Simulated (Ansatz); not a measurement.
One change: `C/C(F)=C/N` becomes `C/C(F)=[CH]/[GeH3]`.

Ansatz, PBE0-D4/def2-TZVP geometries, multiplicity 1. Each molecule was computed in one conformer, which needn't be the lowest.

Scalar relativity is left out up to krypton.

| property | `C/C(F)=C/N` |
| --- | --- |
| size of the dipole moment (PBE/def2-TZVPP) / D | 1.64 |
| HOMO–LUMO gap (ωB97M-V/def2-TZVPP) / eV | 10.51 |
| LUMO energy (PBE/def2-TZVPP) / eV | 0.22 |
| HOMO–LUMO gap (PBE0/def2-TZVPP) / eV | 6.86 |
| LUMO energy (ωB97M-V/def2-TZVPP) / eV | 2.54 |
| HOMO energy (ωB97M-V/def2-TZVPP) / eV | -7.97 |

Q: Give the same properties after the change, and the shifts. (An estimate is asked.)

A: The calculation gave: 
```
                                      property  `C/C(F)=[CH]/[GeH3]`  shift
size of the dipole moment (PBE/def2-TZVPP) / D                  1.89   0.25
       HOMO–LUMO gap (ωB97M-V/def2-TZVPP) / eV                 11.57   1.06
             LUMO energy (PBE/def2-TZVPP) / eV                 -1.03  -1.25
          HOMO–LUMO gap (PBE0/def2-TZVPP) / eV                  7.30   0.44
         LUMO energy (ωB97M-V/def2-TZVPP) / eV                  1.97  -0.57
         HOMO energy (ωB97M-V/def2-TZVPP) / eV                 -9.60  -1.63
```

With PBE0 the HOMO falls by 1.62 eV and the LUMO falls by 1.18 eV, so the gap widens by about 0.44 eV. PBE moves the HOMO by -1.63 eV and ωB97M-V by -1.63 eV. Dipoles are sizes alone; their direction can turn.
